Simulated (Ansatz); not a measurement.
Ideal-gas functions of CH4BClO (`OCBCl`) at 400 K and 1 bar, from an Ansatz frequency run at PBE0-D4/def2-TZVP.

Molar mass 78.31 g/mol, point group Cs (symmetry number 1), electronic degeneracy 1, moments of inertia 36.621, 145.034, 178.616 u Å². Harmonic wavenumbers (cm⁻¹, unscaled): 134, 187, 239, 541, 553, 758, 877, 893, 1108, 1178, 1238, 1270, 1388, 1443, 2668, 2967, 2980, 3818.

Use S(trans) = R[1.5 ln M + 2.5 ln T − 1.1517]; rotational temperatures θ = 24.2544 K / I; S(rot) = R[ln(√π/σ · √(T³/θAθBθC)) + 1.5]; for each mode x = 1.438777 ν̃/T, S = R[x/(eˣ − 1) − ln(1 − e⁻ˣ)] and H = RT x/(eˣ − 1); 1 cm⁻¹ = 0.0119627 kJ/mol; R = 8.31446 J/(mol·K).

Q: By hand: the entropy, in J/(mol·K).

A: Translation 169.3. Rotation: θ = 0.6623, 0.1672, 0.1358 K, giving 109.4. Vibration, mode by mode: 14.46, 11.77, 9.82, 3.98, 3.84, 2.15, 1.53, 1.46, 0.78, 0.64, 0.53, 0.49, 0.34, 0.29, 0.01, 0.00, 0.00, 0.00, in all 52.1. Electronic 0.0. Sum 330.8 J/(mol·K).

Q: By hand: H − E and G − E in kJ/mol, counted from the electronic energy.

A: Zero-point energy ½ × 24240 × 0.0119627 = 145.0; thermal vibration 11.7; translation, rotation and pV give 4 RT = 13.3. H − E = 170.0 kJ/mol, and G − E = 170.0 − 400 × 330.8/1000 = 37.7 kJ/mol.

Vibration gives 16 % of the entropy, 14.5 J/(mol·K) of it from the mode under 150 cm⁻¹: soft modes count most, and the harmonic formula is weakest for them. The sum counts one conformer and one mirror image; others add a mixing term.
